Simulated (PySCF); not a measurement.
Computed shifts of a molecule C3H5BO, KT2/pcSseg-1 run with PySCF, GIAO, gas phase, atoms alike by connectivity averaged where their shifts nearly agree, in ppm (number of nuclei): ¹³C: 93.5 (1), 86.7 (1), 10.3 (1). ¹H: 6.21 (1), 3.41 (1), 1.14 (3). References: ¹¹B against BF3 (σ = 89.8 ppm); ¹³C against TMS (σ = 185.1 ppm); ¹H against TMS (σ = 31.47 ppm); ¹⁷O against H2O (σ = 330.4 ppm), references at their B3LYP-D3(BJ)/def2-TZVP geometries, non-relativistic. Coordinates come from a PBE-D3(BJ)/def2-SVP optimisation. One conformer was computed; it need not be the lowest.

Question: Identify the compound among the candidates.
(A) CB1C=CO1
(B) OB1C=CC1
(C) C#CBOC
(D) C#CB(C)O

Answer: D, C#CB(C)O
